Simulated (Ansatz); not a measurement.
**CaO (Calcium monoxide): the vertical energy of the triplet above the singlet from total energies**

CaO: 2 atoms, total charge 0, spin state singlet. SMILES: `[O]=[Ca]`. The shape comes from GFN2-xTB, which is rough for such elements, and wasn't checked as a minimum.

```xyz
2

O     0.0000    0.0000    0.0000
Ca    0.0000    0.0000    1.8457
```

Both states at this one shape; open shells run unrestricted unless said. 1 Eh = 27.2114 eV.

| level | program | singlet CaO (Eh) | triplet CaO (Eh) |
| --- | --- | --- | --- |
| BHLYP/STO-3G | Ansatz | -744.679184 | -744.719564 |
| wB97X/STO-3G | Ansatz | -744.682486 | -744.704132 |

Problem. Work out the vertical gap, second state less first, at each level.

Solution. 
1. BHLYP/STO-3G: -744.719564 − (-744.679184) = -0.040380 Eh = -1.10 eV.
2. wB97X/STO-3G: -744.704132 − (-744.682486) = -0.021646 Eh = -0.59 eV.

No measured value is set beside it here; the levels span -1.10 to -0.59 eV. Minimal sets are far from the basis-set limit.
